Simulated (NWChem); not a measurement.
System: ZnN$_{4}$H$_{12}$ (charge +2); SMILES [NH3]->[Zn+2](<-[NH3])(<-[NH3])<-[NH3]

Give the equilibrium geometry at B3LYP/6-31G* (spherical d) (NWChem) as a list of bonds and angles, with the point group.

point group T; any orientation.
Bond lengths (Å): Zn1–N2 2.059, Zn1–N6 2.059, Zn1–N10 2.059, Zn1–N14 2.059, N2–H3 1.025, N2–H4 1.025, N2–H5 1.025, N6–H7 1.025, N6–H8 1.025, N6–H9 1.025, N10–H11 1.025, N10–H12 1.025, N10–H13 1.025, N14–H15 1.025, N14–H16 1.025, N14–H17 1.025. Bond angles (°): N2–Zn1–N6 109.5, N2–Zn1–N10 109.5, N2–Zn1–N14 109.5, N6–Zn1–N10 109.4, N6–Zn1–N14 109.5, N10–Zn1–N14 109.5, Zn1–N2–H3 113.8, Zn1–N2–H4 113.8, Zn1–N2–H5 113.8, H3–N2–H4 104.8, H3–N2–H5 104.8, H4–N2–H5 104.8, Zn1–N6–H7 113.8, Zn1–N6–H8 113.8, Zn1–N6–H9 113.8, H7–N6–H8 104.8, H7–N6–H9 104.8, H8–N6–H9 104.8, Zn1–N10–H11 113.8, Zn1–N10–H12 113.8, Zn1–N10–H13 113.8, H11–N10–H12 104.8, H11–N10–H13 104.8, H12–N10–H13 104.8, Zn1–N14–H15 113.8, Zn1–N14–H16 113.8, Zn1–N14–H17 113.8, H15–N14–H16 104.8, H15–N14–H17 104.8, H16–N14–H17 104.8.
